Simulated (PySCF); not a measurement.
# Two-component Hartree-Fock for Sb³⁺ (antimony, charge +3)

Start: [Kr] 4d10 5s1 5p1; 5s1/2 filled at m_j = +1/2; 5p3/2 filled at m_j = +3/2. Calculated with PySCF 2.14 in x2c-TZVPall-2c (8s9p5d2f, 74 functions): generalised Hartree-Fock with the X2C-1e Hamiltonian and a Gaussian nucleus; one run each with spin-orbit coupling (SO) switched off, then screened by Boettger's factors. This is a chosen level, not necessarily the ground level.

| spinor shell | electrons | ε, spin-free (eV) | ε, screened SO (eV) | weight of nominal j (screened SO) | rms radius, screened SO (bohr) |
| --- | --- | --- | --- | --- | --- |
| 1s1/2 | 2 | -30675.3 | -30672.4 | 1.000 | 0.0325 |
| 2s1/2 | 2 | -4789.2 | -4788.4 | 1.000 | 0.133 |
| 2p1/2 | 2 | -4295.6 | -4470.5 | 1.000 | 0.115 |
| 2p3/2 | 4 | -4295.6 | -4216.3 | 1.000 | 0.120 |
| 3s1/2 | 2 | -1004.4 | -1004.3 | 1.000 | 0.352 |
| 3p1/2 | 2 | -839.60 | -872.91 | 1.000 | 0.345 |
| 3p3/2 | 4 | -839.60 | -824.51 | 1.000 | 0.356 |
| 3d3/2 | 4 | -588.72 | -594.59 | 1.000 | 0.329 |
| 3d5/2 | 6 | -588.72 | -584.76 | 1.000 | 0.332 |
| 4s1/2 | 2 | -206.85 | -206.90 | 1.000 | 0.843 |
| 4p1/2 | 2 | -154.04 | -160.26 | 1.000 | 0.893 |
| 4p3/2 | 4 | -154.04 | -151.33 | 1.000 | 0.920 |
| 4d3/2 | 4 | -74.584 | -75.480 | 0.968 | 1.09 |
| 4d5/2 | 6 | -74.584 | -74.108 | 0.979 | 1.10 |
| 5s1/2 | 1 | -45.198 | -45.220 | 1.000 | 2.17 |
| 5p3/2 | 1 | -34.581 | -34.265 | 1.000 | 2.54 |

```tsv
quantity	spin-free	screened SO
E (hartree)	-6475.10632	-6476.75517
M_J	2	2
⟨J²⟩	6.005	6.005
⟨L²⟩	2.004	2.022
⟨S²⟩	2.001	2.020
```

Each row is a mean over spinors that exchange with the open shell spreads, by up to 0.799 eV (4s1/2).

Breit and QED terms are absent; they matter most for the inner s and p1/2 levels.

Densities and radii are taken from the X2C orbitals without a picture-change correction, which distorts them close to the nucleus.

Without spin-orbit coupling the j labels of p, d and f shells carry no meaning; the spin-free column gives the mean over the occupied spinors of each nl shell.
